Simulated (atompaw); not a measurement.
# An all-electron radial function and its pseudo partner (Zr (Z = 40))

Columns: radius, all-electron u(r) and pseudo u(r) of the 4d shell (level -10.19 eV) of zirconium in the configuration [Ar] 3d10 4s2 4p6 4d2 5s1 5p0; LDA (PW92), scalar-relativistic, PAW (atompaw) scheme, atompaw 4.2.0.5.

```csv
r (bohr),all-electron,pseudo
0.115,-0.1292,0.0001
0.231,-0.2970,0.0008
0.346,-0.2951,0.0027
0.462,-0.1729,0.0064
0.577,-0.0053,0.0125
0.692,0.1651,0.0214
0.808,0.3182,0.0338
0.923,0.4432,0.0500
1.038,0.5402,0.0704
1.154,0.6118,0.0955
1.269,0.6603,0.1250
1.385,0.6904,0.1593
1.500,0.7053,0.1975
1.615,0.7086,0.2393
1.731,0.7027,0.2841
1.846,0.6901,0.3297
1.962,0.6723,0.3751
2.077,0.6510,0.4172
2.192,0.6271,0.4542
2.308,0.6014,0.4835
2.423,0.5749,0.5024
2.538,0.5479,0.5097
2.654,0.5206,0.5049
2.769,0.4938,0.4895
2.885,0.4671,0.4667
3.000,0.4413,0.4413
```

Question: How many radial nodes do the two functions have?

Answer: The all-electron 4d function has n − l − 1 = 1; the pseudo-wave has 0, since the states of the same l below it are removed with the core.

Question: Is the pseudo-wave norm-conserving?

Answer: No, it belongs to a PAW set: the norm inside the radius is not constrained, and the difference is carried by the augmentation charge.
